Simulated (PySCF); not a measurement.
3-fluoro-4-methyl-2H-oxete (C₄H₅FO), SMILES CC1=C(F)CO1.

The structure is a stationary point at r2SCAN-D4/def2-SVP.

Two levels are set side by side: TDA-PBE/def2-SVPD (PySCF) and TDA-B3LYP/def2-SVPD (PySCF). Vertical, same geometry. The lowest singlet is HOMO→LUMO+1 99 % with PBE and HOMO→LUMO 95 % with the other functional; states are paired by order. Differences are taken from unrounded values.

```
quantity                               TDA-B3LYP
-------------------------------------  ---------
lowest singlet excitation (eV)              5.53
lowest triplet excitation (TDA) (eV)        4.01
first bright state (f over 0.05) (eV)       6.58
its oscillator strength                     0.17
```

Task: What does TDA-PBE give, and how far is it from TDA-B3LYP? (The exact figures need the calculation; the answer reports its results.)

Result: 
| quantity | TDA-PBE | TDA-PBE minus TDA-B3LYP |
|---|---|---|
| lowest singlet excitation (eV) | 5.08 | -0.44 |
| lowest triplet excitation (TDA) (eV) | 3.98 | -0.03 |
| first bright state (f over 0.05) (eV) | 6.19 | -0.38 |
| its oscillator strength | 0.12 | -0.05 |

Functionals without exact exchange tend to place singlet excitations lower, as here. Differences between two approximate levels are no errors against the true value.

Rough cost on one machine, each run with all the roots and properties that it gave: TDA-B3LYP against TDA-PBE about 3 times.
